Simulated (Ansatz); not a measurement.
Process, species as SMILES: O[Si](O)(Cl)Cl -> O[Si](O)Cl + Cl atom (the Cl-Si bond at the site shown breaks; other sites are not compared here)
Geometries: B3LYP-D3(BJ)/def2-TZVP minima from Ansatz (a quantum-chemistry and plane-wave program), one conformer each, not searched for the lowest.

Wanted: bond dissociation energy (electronic energy difference), in kcal/mol. Cores are frozen in the correlated levels unless marked. UHF or UKS for open shells. No spin-orbit coupling. No relativistic terms. CBS(X,Y): correlation extrapolated as X^-3; Hartree-Fock from the larger set.

```tsv
level	program	bond dissociation energy (kcal/mol)
PBE0-D3(BJ)/def2-TZVP	Ansatz + dftd3	114.9
SCS-MP2/STO-3G	Ansatz	96.3
SCS-MP2/cc-pwCVTZ	Ansatz	117.0
CCSD/cc-pV(D+d)Z	Ansatz	…
CCSD(T)/CBS(cc-pV(T+d)Z,cc-pV(Q+d)Z)	Ansatz	…
```

### Question
Complete the blanks.

### Answer

- CCSD/cc-pV(D+d)Z, bond dissociation energy (kcal/mol): 106.9
- CCSD(T)/CBS(cc-pV(T+d)Z,cc-pV(Q+d)Z), bond dissociation energy (kcal/mol): 119.1
